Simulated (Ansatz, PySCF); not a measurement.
Reaction (SMILES): O=CC(F)(F)F [2,2,2-trifluoroacetaldehyde] + 6 [H][H] (H2) -> 2 C (CH4) + 3 F (HF) + O (H2O)
Each molecule is optimised on its own at B3LYP-D3(BJ)/def2-TZVP (Ansatz, a program for electronic structure), one conformer each, not searched for the lowest. Frequencies are from Ansatz or PySCF.

Property: energy of full hydrogenation (enthalpy at 298 K, with B3LYP-D3(BJ) rigid-rotor harmonic-oscillator terms), in kcal/mol. Correlated levels leave the core frozen unless marked. No spin-orbit coupling. No relativistic terms. CBS marks a two-point X^-3 extrapolation of the correlation energy; Hartree-Fock from the larger set. The bracket is a focal-point correction in the basis named.

```tsv
level	program	energy of full hydrogenation (kcal/mol)
BHLYP/def2-TZVPD	Ansatz	-104.8
CAM-B3LYP/def2-TZVPD	Ansatz	-99.4
wB97M-V/def2-TZVPD	Ansatz	-98.0
CCSD/aug-cc-pVDZ	Ansatz	(withheld)
RI-MP2/CBS(aug-cc-pVTZ,aug-cc-pVQZ)+[CCSD(T)-MP2]/aug-cc-pVTZ	Ansatz	(withheld)
```

Problem. Some entries are withheld; supply them.

Solution. 
- CCSD/aug-cc-pVDZ, energy of full hydrogenation (kcal/mol): -113.8
- RI-MP2/CBS(aug-cc-pVTZ,aug-cc-pVQZ)+[CCSD(T)-MP2]/aug-cc-pVTZ, energy of full hydrogenation (kcal/mol): -104.7
